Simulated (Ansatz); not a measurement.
`[GaH2][CH]1CO1`, charge 0, multiplicity 1.

(1) Give a relaxed structure at PBE0-D4/def2-TZVP (Ansatz). (An estimate is asked.)

Answers

(1) Ansatz gave: 
Z-matrix (Å, degrees):
```
C
C 1 1.476
O 1 1.443 2 57.4
Ga 1 1.969 2 119.8 3 103.2
H 1 1.090 2 114.6 3 -101.6
H 2 1.089 1 120.2 3 -104.0
H 2 1.088 1 118.6 3 104.6
H 4 1.570 1 121.0 2 143.1
H 4 1.568 1 117.0 2 -35.9
```
This is one stationary point; other conformers may exist.
